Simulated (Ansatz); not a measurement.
Species: BH2S2, charge 0, doublet. BH2S2 (SMILES [S]BS, doublet).
B3LYP-D3(BJ)/def2-TZVP minimum from Ansatz (a quantum-chemistry and plane-wave program):
```
B
H 1 1.1936
S 1 1.7526 2 115.87
S 1 1.8018 2 119.75 3 180.00
H 4 1.3430 1 96.63 2 0.00
```
Charge 0, spin multiplicity 2.

Total energies in cc-pV(D+d)Z, 17 correlated electrons, 11 frozen orbitals. Radicals and triplets start from unrestricted determinants; spin-orbit coupling is neglected. Cores are frozen in correlated methods. No relativity.

| method | program | energy (Eh) | minus CCSDT(Q) (mEh) |
|---|---|---|---|
| HF | Ansatz | -820.95623 | 385.57 |
| MP2 | Ansatz | -821.28273 | 59.07 |
| CCSD | Ansatz | -821.32728 | 14.52 |
| CCSD(T) | Ansatz | -821.33953 | 2.26 |
| CCSDT(Q) | Ansatz | -821.34180 | 0.00 |

Rough core times of Ansatz's runs on a shared machine: CCSD(T) 30 s, CCSDT(Q) 8 min.
